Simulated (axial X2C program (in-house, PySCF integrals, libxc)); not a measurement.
# CrI⁻: cheaper levels and CCSD(T), 2c

Computed with an in-house all-electron X2C program for linear molecules (integrals from PySCF). Two-component (2c) means X2C with spin–orbit coupling and atomic mean-field two-electron Coulomb and Gaunt terms. Basis: I dyall-acv3z [12s13p9d5f1g], Cr dyall-acv3z [10s11p7d4f2g] (cores contracted in-house); Gaussian nuclei, density fitting, unrestricted open shells. Masses: I 126.904 u, Cr 51.941 u.

State: Ω = 3 (⟨Sz⟩ = 3.00, ⟨Lz⟩ = 0.00 at HF); fragments I- + Cr.

```
level  Re (Å)  ωe (cm⁻¹)  De (eV)
 PBE0   2.764      155.3    0.959
   HF   2.944      125.1    0.697
  MP2   2.767      159.9     1.01
 CCSD   2.782      158.1     1.04
```

Correlated methods: 14 electrons correlated (number of frozen shells: I 4 s, 3 p, 2 d; Cr 3 s, 2 p), 374 virtual spin orbitals or spinors in MP2, 90 natural virtuals in coupled cluster.

CCSD(T), same Hamiltonian and basis:

Re = 2.771 Å, ωe = 161.4 cm⁻¹, De = 1.06 eV; T1 = 0.022 (Lee–Taylor normalisation).

Question: Give the differences from CCSD(T) in the columns below.

Answer: 

```csv
level,ΔRe (Å),Δωe (cm⁻¹),ΔDe (eV)
PBE0,-0.007,-6.1,-0.10
HF,0.173,-36.3,-0.36
MP2,-0.004,-1.5,-0.05
CCSD,0.011,-3.3,-0.02
```

Occupations by symmetry block were frozen at the best pattern of an incomplete PBE0 search. Dissociation energies refer to the lowest single-determinant-based atoms at the same level and basis. Density functionals use the spin component along the axis (collinear). Coupled cluster ran in a truncated set of natural virtual spinors; the MP2 energy of the rest was added. (T) has no such correction and the atoms are truncated less, which lowers De at CCSD(T) by a hundredth of an eV or more. PBE0 can misorder states that lie within some tenths of an eV, so this need not be the ground state of the molecule. The nearest other 2c determinant of the search, Ω = 2, lies 0.46 eV up at the distance of the search. With several unpaired electrons one determinant need not be a pure state. Open-shell Ω = 0 determinants with evenly filled partner blocks cannot be reached by this program, so the Ω shown need not be the lowest component. The highest occupied level of some functionals is positive through self-interaction error; at Hartree–Fock it is bound. Hartree–Fock gets electron affinities wrong, so its lowest charge split need not be the true one.
